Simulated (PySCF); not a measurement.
## Excitation energy of C²⁺ by level of theory

C²⁺ [He] 2s2 (1S) → C²⁺ [He] 2p2 (3P), as a difference of total energies. All numbers are calculated (PySCF 2.14, scalar relativity by spin-free X2C-1e, in aug-cc-pCVTZ-DK with one added diffuse shell each of s, p, d, f type (8s7p5d3f, 75 functions)). Correlated levels: valence and next inner shell: nothing frozen. The calculations carry no spin-orbit coupling.

```csv
method,excitation energy (eV)
UHF,15.462
MP2 (valence and next inner shell),16.415
SCS-MP2 (valence and next inner shell),16.819
CCSD (valence and next inner shell),17.115
CCSD(T) (valence and next inner shell),17.130
```

Problem. How much does correlation contribute at CCSD(T) (valence and next inner shell)?

Solution. 17.130 − (15.462) = 1.668 eV, measured against UHF.

A first-order spin-orbit estimate (lowest level to lowest level, LS coupling) adds -0.006 eV.
